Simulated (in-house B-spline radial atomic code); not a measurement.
Results of a calculation; reference values are marked as such.
# C6 from the polarisability at imaginary frequency: neutral krypton

BP86 linear response of the closed shell [Ar] 3d10 4s2 4p6, from a B-spline radial code for spherical atoms; scalar-relativistic (spin-free one-electron X2C), finite nucleus, no spin-orbit coupling; shells from n = 2 respond.

The dispersion coefficient of two like species is C6 = (3/π) ∫ α(iu)² du from 0 to ∞.

```json
{"u (hartree)": "0", "α(iu) (bohr³)": "18.15"}
{"u (hartree)": "0.03", "α(iu) (bohr³)": "18.08"}
{"u (hartree)": "0.07", "α(iu) (bohr³)": "17.8"}
{"u (hartree)": "0.12", "α(iu) (bohr³)": "17.19"}
{"u (hartree)": "0.2", "α(iu) (bohr³)": "15.78"}
{"u (hartree)": "0.3", "α(iu) (bohr³)": "13.75"}
{"u (hartree)": "0.45", "α(iu) (bohr³)": "10.88"}
{"u (hartree)": "0.7", "α(iu) (bohr³)": "7.385"}
{"u (hartree)": "1", "α(iu) (bohr³)": "4.878"}
{"u (hartree)": "1.5", "α(iu) (bohr³)": "2.785"}
{"u (hartree)": "2.5", "α(iu) (bohr³)": "1.276"}
{"u (hartree)": "5", "α(iu) (bohr³)": "0.4403"}
```

Q: Fit one oscillator, α(iu) = α(0)/(1 + u²/ω²), through u = 0.3 and estimate C6.

A: From α(0)/α(iu) − 1 = 18.15/13.75 − 1 = 0.3200, ω = u/√0.3200 = 0.5303 hartree (14.4 eV). London's formula gives C6 = (3/4) α(0)² ω = 0.75 × 18.15² × 0.5303 = 131 hartree·bohr⁶, and the oscillator holds f = α(0) ω² = 5.10 electrons, of a sum of oscillator strengths of 34.6.

Q: How does that compare with the full integral?

A: The program's quadrature over all excitations gives C6 = 142, so the single oscillator is off by -7.7 %. At the last point the fit gives α = 0.202 against 0.44: higher excitations, and deeper shells where there are any, keep the true curve higher at large u.
